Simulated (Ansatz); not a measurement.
`O[SiH](S)[SiH2][SiH3]` + `OC[TeH]` → `OC([SiH3])[TeH]` + `O[SiH]([SiH3])S`  (formal exchange of groups at the Si–Si bond)

Gas-phase electronic energies from Ansatz, PBE0-D4/def2-TZVP geometries. CCSD(T)/CBS adds triple-zeta CCSD(T) − MP2 to the extrapolated MP2 energy (def2 sets, frozen cores). Functionals use def2-TZVPP. Elements past krypton have def2 core potentials. For Te outer-core shells are correlated without core-valence functions, which leaves a few kJ/mol of doubt a bond. Each species was taken in one conformer, which may not be the lowest.

```json
{"level": "B2PLYP", "ΔE (kJ/mol)": "19.0"}
{"level": "MP2/def2-QZVPP", "ΔE (kJ/mol)": "12.4"}
```

Task: What does CCSD(T)/CBS give? (Estimate.)

Result: The calculation gave: +18.0 kJ/mol. The listed levels differ from it by 1.0, -5.6 kJ/mol.

Largest T1 diagnostic among the species: 0.013.
